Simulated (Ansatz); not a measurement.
`CC(Cl)C=N` and `C[CH](Cl)[SnH3]` differ in one atom or group.

Ansatz, PBE0-D4/def2-TZVP geometries, multiplicity 1. Each molecule was computed in one conformer, which needn't be the lowest.

Elements past krypton have def2 core potentials.

| property | `CC(Cl)C=N` |
| --- | --- |
| HOMO–LUMO gap (PBE/def2-TZVPP) / eV | 4.61 |
| HOMO–LUMO gap (ωB97M-V/def2-TZVPP) / eV | 11.92 |
| LUMO energy (B3LYP/def2-TZVPP) / eV | -0.97 |
| size of the dipole moment (ωB97M-V/def2-TZVPP) / D | 1.66 |
| LUMO energy (PBE0/def2-TZVPP) / eV | -0.71 |
| HOMO–LUMO gap (B3LYP/def2-TZVPP) / eV | 6.78 |

Give the same properties after the change, and the shifts. (Estimate.)

Ansatz gave: 
```json
{"property": "HOMO–LUMO gap (PBE/def2-TZVPP) / eV", "`C[CH](Cl)[SnH3]`": "5.38", "shift": "0.77"}
{"property": "HOMO–LUMO gap (ωB97M-V/def2-TZVPP) / eV", "`C[CH](Cl)[SnH3]`": "11.01", "shift": "-0.91"}
{"property": "LUMO energy (B3LYP/def2-TZVPP) / eV", "`C[CH](Cl)[SnH3]`": "-0.36", "shift": "0.61"}
{"property": "size of the dipole moment (ωB97M-V/def2-TZVPP) / D", "`C[CH](Cl)[SnH3]`": "1.78", "shift": "0.12"}
{"property": "LUMO energy (PBE0/def2-TZVPP) / eV", "`C[CH](Cl)[SnH3]`": "-0.11", "shift": "0.60"}
{"property": "HOMO–LUMO gap (B3LYP/def2-TZVPP) / eV", "`C[CH](Cl)[SnH3]`": "6.96", "shift": "0.18"}
```

With PBE0 the HOMO rises by 0.46 eV and the LUMO rises by 0.60 eV, so the gap widens by about 0.14 eV. PBE moves the HOMO by 0.12 eV and ωB97M-V by 0.69 eV. Dipoles are sizes alone; their direction can turn.

B3LYP here is the variant with VWN-RPA as its local correlation; programs differ in this.
